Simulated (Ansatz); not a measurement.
Reaction (formal exchange of groups at a Te–C bond): `CC(C)[TeH]` + `F[SiH3]` → `F[SiH2][TeH]` + propane

Gas-phase electronic energies from Ansatz, PBE0-D4/def2-TZVP geometries. CCSD(T)/CBS adds triple-zeta CCSD(T) − MP2 to the extrapolated MP2 energy (def2 sets, frozen cores). This one scheme is used for every species. Functionals use def2-TZVPP. B3LYP here is the variant with VWN-RPA as its local correlation; programs differ in this. def2 core potentials past Kr. For Te outer-core shells are correlated without core-valence functions, which leaves a few kJ/mol of doubt a bond.

```tsv
level	ΔE (kJ/mol)	difference from CCSD(T)/CBS
LDA (SPW92)	-100.5	-11.9
PBE-D4	-99.6	-11.0
revPBE-D4	-94.3	-5.7
PBE0-D4	-102.1	-13.5
B3LYP-D4	-93.9	-5.3
BHLYP-D4	-97.3	-8.7
PBE-QIDH	-98.6	-10.0
PBE	-103.9	-15.3
BLYP	-99.1	-10.5
PBE0	-105.8	-17.2
B3LYP	-100.9	-12.3
r2SCANh	-103.0	-14.4
CCSD/def2-SVP	-94.3	-5.7
CCSD(T)/def2-TZVPP	-86.3	2.3
SCS-MP2/def2-QZVPP	-84.7	3.9
MP2/CBS(def2)	-86.7	1.9
CCSD(T)/CBS	-88.6	0
```

Largest T1 diagnostic among the species: 0.011.

The D4 term adds +7.0 kJ/mol with B3LYP and +3.7 kJ/mol with PBE0; it sums over pairs of atoms, weighted by their polarisabilities, and B3LYP, whose exchange is more repulsive, gets the larger term. Leaving LDA and LC-ωPBE aside and taking each functional with its dispersion term where it has one, the values, not all of them listed here, spread over 13.5 kJ/mol, from r2SCAN0-D4 to BLYP-D4. LDA lies +3.4 kJ/mol from PBE without D4. In def2-TZVPP, CCSD(T) changes the Hartree–Fock value by +16.3 kJ/mol (the triples alone add +3.0 kJ/mol) and MP2 by +18.2 kJ/mol.
